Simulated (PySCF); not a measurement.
Record of a relaxation.

C4H4FNSi.
Atom-mapped SMILES: `[N:1]#[C:2][CH2:3][C:4]#[C:5][SiH2:6][F:7]` (hydrogens: H8, H9 on C3; H10, H11 on Si6)

Method: PBE0-D3(BJ)/def2-SVP geometry optimisation, gas phase in PySCF; density fitting, grid level 1; the optimiser is geomeTRIC in internal coordinates, started from a GFN2-xTB structure with every atom displaced at random (about 0.01 Å). The frame can shift and turn from step to step; on so coarse a grid that alone can change the energy by a few meV, and forces under 0.02 eV/Å are noise.

Step 0: E = -16275.0806 eV, largest atomic force 4.834 eV/Å
```
atom  x, y, z in Å  |  force x, y, z in eV/Å
N1      3.359   -1.314   -0.111   -1.210   1.592   0.371
C2      2.661   -0.397    0.109    1.708  -1.855  -0.399
C3      1.786    0.731    0.387    2.046   0.715   0.806
C4      0.449    0.346    0.229   -4.678  -1.082  -0.558
C5     -0.733   -0.006    0.082    2.045   0.461   0.237
Si6    -2.497   -0.497   -0.117    0.828   0.231   0.556
F7     -3.371    0.800    0.214   -0.585   0.866   0.210
H8      2.066    1.556   -0.297   -0.070   0.022   0.151
H9      1.983    1.073    1.444   -0.076  -0.084  -0.678
H10    -2.782   -0.827   -1.493   -0.061  -0.437  -0.763
H11    -2.883   -1.490    0.892    0.052  -0.429   0.067
```

Step 1: E = -16275.2604 eV, largest atomic force 0.517 eV/Å
```
atom  x, y, z in Å  |  force x, y, z in eV/Å
N1      3.583   -1.177   -0.074   -0.381   0.244   0.062
C2      2.759   -0.384    0.120    0.388  -0.253  -0.070
C3      1.788    0.682    0.378    0.226  -0.153   0.131
C4      0.403    0.272    0.207   -0.471  -0.115  -0.074
C5     -0.767   -0.047    0.073    0.216   0.035   0.028
Si6    -2.544   -0.469   -0.106    0.157   0.424   0.250
F7     -3.405    0.865    0.234   -0.010   0.034   0.004
H8      2.032    1.512   -0.306   -0.064   0.096   0.094
H9      1.953    1.028    1.418   -0.045   0.083  -0.194
H10    -2.835   -0.824   -1.504   -0.028  -0.201  -0.197
H11    -2.927   -1.483    0.899    0.013  -0.195  -0.034
```

Step 2: E = -16275.2771 eV, largest atomic force 0.149 eV/Å
```
atom  x, y, z in Å  |  force x, y, z in eV/Å
N1      3.546   -1.202   -0.084   -0.028  -0.070  -0.017
C2      2.748   -0.391    0.115    0.018   0.129   0.019
C3      1.790    0.686    0.378    0.068  -0.130  -0.026
C4      0.399    0.286    0.211    0.046   0.009   0.000
C5     -0.767   -0.031    0.080   -0.101   0.003   0.001
Si6    -2.536   -0.459   -0.098    0.020   0.124   0.045
F7     -3.415    0.865    0.240    0.017  -0.041  -0.009
H8      2.027    1.525   -0.298   -0.011   0.028   0.025
H9      1.957    1.044    1.409   -0.003   0.048  -0.002
H10    -2.814   -0.845   -1.504   -0.018  -0.055   0.016
H11    -2.897   -1.505    0.891   -0.007  -0.045  -0.052
```

Step 3: E = -16275.2808 eV, largest atomic force 0.101 eV/Å
```
atom  x, y, z in Å  |  force x, y, z in eV/Å
N1      3.513   -1.225   -0.097    0.007  -0.065  -0.019
C2      2.740   -0.391    0.109    0.005   0.099   0.020
C3      1.796    0.695    0.378   -0.029  -0.038  -0.028
C4      0.400    0.303    0.216    0.025  -0.008   0.003
C5     -0.767   -0.013    0.087   -0.013   0.044   0.013
Si6    -2.531   -0.457   -0.092   -0.012  -0.014  -0.021
F7     -3.430    0.852    0.246    0.015  -0.026   0.000
H8      2.031    1.537   -0.296    0.005  -0.003  -0.009
H9      1.968    1.060    1.404    0.003   0.003   0.023
H10    -2.804   -0.863   -1.496   -0.003   0.007   0.031
H11    -2.879   -1.523    0.881   -0.003   0.001  -0.012
```

Step 4: E = -16275.2817 eV, largest atomic force 0.054 eV/Å
```
atom  x, y, z in Å  |  force x, y, z in eV/Å
N1      3.488   -1.239   -0.108   -0.002  -0.019  -0.009
C2      2.734   -0.389    0.102    0.019   0.024   0.006
C3      1.799    0.703    0.375   -0.039   0.018  -0.004
C4      0.400    0.317    0.219    0.035  -0.014   0.000
C5     -0.767    0.001    0.093   -0.017   0.036   0.009
Si6    -2.526   -0.461   -0.087   -0.008  -0.049  -0.021
F7     -3.440    0.836    0.253   -0.001  -0.002   0.007
H8      2.035    1.544   -0.299    0.004  -0.011  -0.011
H9      1.977    1.069    1.401    0.003  -0.011   0.009
H10    -2.797   -0.871   -1.489    0.003   0.019   0.009
H11    -2.865   -1.536    0.879    0.003   0.008   0.006
```

Step 5: E = -16275.2822 eV, largest atomic force 0.043 eV/Å
```
atom  x, y, z in Å  |  force x, y, z in eV/Å
N1      3.465   -1.250   -0.121   -0.002   0.011  -0.002
C2      2.727   -0.387    0.094    0.009  -0.022  -0.003
C3      1.801    0.711    0.371   -0.018   0.035   0.009
C4      0.400    0.331    0.222    0.005  -0.024  -0.006
C5     -0.769    0.015    0.099    0.003   0.027   0.007
Si6    -2.522   -0.466   -0.081    0.003  -0.042  -0.009
F7     -3.451    0.818    0.264   -0.011   0.011   0.009
H8      2.039    1.551   -0.305    0.002  -0.008  -0.006
H9      1.985    1.076    1.396    0.001  -0.009  -0.002
H10    -2.790   -0.876   -1.483    0.003   0.016  -0.006
H11    -2.848   -1.549    0.881    0.005   0.005   0.009
```

Step 6: E = -16275.2825 eV, largest atomic force 0.034 eV/Å
```
atom  x, y, z in Å  |  force x, y, z in eV/Å
N1      3.451   -1.255   -0.132    0.002   0.021   0.001
C2      2.722   -0.385    0.086   -0.006  -0.033  -0.006
C3      1.801    0.717    0.365    0.006   0.024   0.011
C4      0.400    0.340    0.222   -0.002  -0.020  -0.007
C5     -0.770    0.026    0.104    0.000   0.013   0.003
Si6    -2.520   -0.471   -0.073    0.007  -0.015   0.003
F7     -3.460    0.803    0.279   -0.010   0.009   0.007
H8      2.040    1.554   -0.313   -0.001  -0.003  -0.002
H9      1.992    1.081    1.390   -0.001  -0.001  -0.006
H10    -2.786   -0.876   -1.477    0.000   0.007  -0.009
H11    -2.832   -1.559    0.887    0.004  -0.001   0.005
```

Step 7: E = -16275.2826 eV, largest atomic force 0.027 eV/Å
```
atom  x, y, z in Å  |  force x, y, z in eV/Å
N1      3.447   -1.255   -0.143    0.007   0.016   0.000
C2      2.720   -0.384    0.077   -0.017  -0.021  -0.004
C3      1.801    0.720    0.359    0.018   0.003   0.005
C4      0.399    0.344    0.221   -0.008  -0.011  -0.004
C5     -0.772    0.032    0.108    0.000   0.002   0.000
Si6    -2.519   -0.475   -0.065    0.005   0.010   0.008
F7     -3.467    0.791    0.295   -0.002   0.001   0.005
H8      2.039    1.556   -0.321   -0.001   0.002   0.001
H9      1.996    1.084    1.383   -0.002   0.005  -0.005
H10    -2.787   -0.873   -1.470   -0.003  -0.001  -0.004
H11    -2.819   -1.567    0.894    0.002  -0.006  -0.002
```

Task: Summarise the path.

Result: The energy falls by 4.66 kcal/mol from step 0 to step 7; nine tenths of that is first reached at step 2. It falls at every step. The largest force goes from 4.834 to 0.027 eV/Å. Among the bonds C3–C4 changes most, from 1.401 to 1.458 Å; the atoms move by 0.058 Å rms after alignment.

Task: Follow the three bonds and two angles with the largest change from start to end.

Result: 
| step | E above end (kcal/mol) | largest force (eV/Å) | C3–C4 (Å) | Si6–H10 (Å) | C4≡C5 (Å) | H10–Si6–H11 (°) | C2–C3–C4 (°) |
| --- | --- | --- | --- | --- | --- | --- | --- |
| 0 | 4.66 | 4.834 | 1.401 | 1.443 | 1.242 | 116.6 | 109.8 |
| 1 | 0.51 | 0.517 | 1.454 | 1.471 | 1.220 | 115.4 | 114.0 |
| 2 | 0.13 | 0.149 | 1.457 | 1.484 | 1.216 | 113.7 | 113.7 |
| 3 | 0.04 | 0.101 | 1.459 | 1.486 | 1.217 | 112.3 | 113.4 |
| 4 | 0.02 | 0.054 | 1.459 | 1.485 | 1.217 | 111.8 | 113.3 |
| 5 | 0.01 | 0.043 | 1.459 | 1.485 | 1.217 | 111.8 | 113.2 |
| 6 | 0.00 | 0.034 | 1.458 | 1.484 | 1.217 | 112.0 | 113.1 |
| 7 | 0.00 | 0.027 | 1.458 | 1.484 | 1.217 | 112.2 | 113.0 |

The cost below is that of the whole optimisation. On Arm Neoverse V2, one thread, on a shared host, this took 45 s of wall time and 0.49 GiB of memory at its peak.
